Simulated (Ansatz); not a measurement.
Several settings on one geometry of [B(OH)4]- (BO₄H₄⁻) (that of the charge -1 singlet, r2SCAN-D4/def2-SVPD). Ansatz on 2 threads of Arm Neoverse V2 on a shared host; times are rough.

```xyz
9

B     0.001    0.000   -0.002
O     0.011    0.046    1.481
H    -0.869    0.329    1.747
O     1.417   -0.019   -0.443
H     1.886    0.592    0.134
O    -0.775    1.176   -0.466
H    -1.011    0.997   -1.382
O    -0.649   -1.202   -0.577
H    -0.013   -1.919   -0.492
```

Totals from different functionals, basis sets or treatments of relativity can't be compared as stabilities.

HSE06 is defined as in plane-wave codes, on full-range PBE exchange.

The spins typed aren't always the lowest for that charge.

(1) Give the basis size and estimate the energy, ⟨S²⟩ and time of these runs.

| run | method | charge | state | further keys |
| --- | --- | --- | --- | --- |
| 1 | RKS HSE06/def2-SVPD | -1 | singlet | scf: {lower_state_search: light} |
| 2 | ROKS ωB97X/cc-pVTZ | 0 | doublet | forces asked |
| 3 | UKS BLYP/6-31G | 0 | doublet | fitting: {mean_field: def2-universal-jkfit}; pseudopotentials: {relativity: none}; scf: {omitted_lower_state_checks: [starts]} |

Results:

(1) 
| run | functions | energy (Eh) | ⟨S²⟩ | wall time |
| --- | --- | --- | --- | --- |
| 1 | 144 | -327.7868 | – | 1.8 s |
| 2 | 206 | -328.2377 | – | 38 s |
| 3 | 53 | -328.0471 | 0.75 | 1.1 s |
